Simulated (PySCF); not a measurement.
Gas-phase reaction: GeH3Cl + GeHCl3 → 2 GeH2 + 4 Cl

Method: PySCF energies plus ideal-gas RRHO corrections (1 bar). † marks an energy on the PBE0/def2-TZVP geometry and frequencies; other levels use their own. 6-31G* has spherical d functions here. Open shells (unrestricted): Cl (multiplicity 2, electronic degeneracy 6); the rest are closed-shell singlets. Spin-orbit splitting is ignored; it lowers the true energy and changes the entropy of Cl. Ge: all electrons, no relativistic terms. GeH2: computed as isolated molecules; such fragments, hydroxides, amides, oligomers or adducts are transient or little studied in the gas. The harmonic model lacks anharmonicity and excited electronic states, which grow with temperature; levels with a mode under 35 cm⁻¹ are left out.

ΔH° and ΔS° at 298 K: BLYP/def2-TZVP† 1303 kJ, 520 J/K; HF/6-31G* 1040 kJ, 524 J/K; PBE/def2-SVP 1437 kJ, 517 J/K; PBE/def2-TZVP† 1438 kJ, 520 J/K.

**Question.** With the heat capacities included, give log10 K (1 bar) at 500, 600, 1200, 1600, 1800 K from BLYP/def2-TZVP†, HF/6-31G*, PBE/def2-SVP, PBE/def2-TZVP†.

**Answer.** 
| T (K) | BLYP/def2-TZVP† | HF/6-31G* | PBE/def2-SVP | PBE/def2-TZVP† |
|---|---|---|---|---|
| 500 | -108.9 | -81.2 | -123.1 | -123.0 |
| 600 | -86.2 | -63.0 | -98.0 | -97.9 |
| 1200 | -29.5 | -17.8 | -35.5 | -35.3 |
| 1600 | -15.4 | -6.5 | -19.9 | -19.8 |
| 1800 | -10.7 | -2.8 | -14.7 | -14.6 |
